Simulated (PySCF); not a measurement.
IrO₄, SMILES [Ir+]1([O][O]1)(=[O])=[O], charge +1, multiplicity 1. Geometry: B3LYP-D3(BJ)/def2-SVP. The spin state was assumed, not searched. The def2 effective core potentials stand for the cores of Ir; spin–orbit coupling is left out.

Problem. Give the equilibrium geometry at B3LYP-D3(BJ)/def2-SVP (PySCF confirms it by a frequency run) as bond lengths and angles, and its point group. (An estimate is asked for; the answer gives what the named calculation found.)

Solution. point group C2v.
Atoms: Ir1 O2 O3 O4 O5. Bonded distances (Å): Ir1–O2 1.905, Ir1–O3 1.905, Ir1–O4 1.675, Ir1–O5 1.675, O2–O3 1.377. Angles (°): O2–Ir1–O3 42.4, O2–Ir1–O4 117.9, O2–Ir1–O5 117.9, O3–Ir1–O4 117.9, O3–Ir1–O5 117.9, O4–Ir1–O5 119.9, Ir1–O2–O3 68.8, Ir1–O3–O2 68.8.
Charge +1, spin multiplicity 1.
